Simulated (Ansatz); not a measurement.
Cartesian coordinates in Å:
```
F 1.873 -0.381 0.542
C 0.603 -0.752 0.359
C -0.079 -0.379 -0.721
Ga -0.750 1.458 1.290
H 0.253 -1.429 1.129
H 0.358 0.250 -1.484
H -1.089 -0.740 -0.862
H -1.168 1.973 -0.253
```

Total charge 0; spin multiplicity 1. The bonds changed during the relaxation, so this is another structure than the one it started from.

Question: List the PBE0/def2-TZVPP orbital energies in eV (Ansatz 0.2.0). (Best estimate.)

Answer: Computed: Occupied: -10146.62, -1252.45, -1108.59, -1108.58, -1108.51, -674.82, -281.13, -278.88, -150.66, -103.56, -103.52, -103.29, -34.81, -22.71, -22.67, -22.46, -22.46, -22.43, -22.25, -17.68, -15.47, -14.21, -13.78, -12.06, -11.15, -10.85, -8.02, -5.75. Lowest empty: -1.48, -0.61, -0.12, 1.72, 1.98, 2.16, 2.58, 3.56.
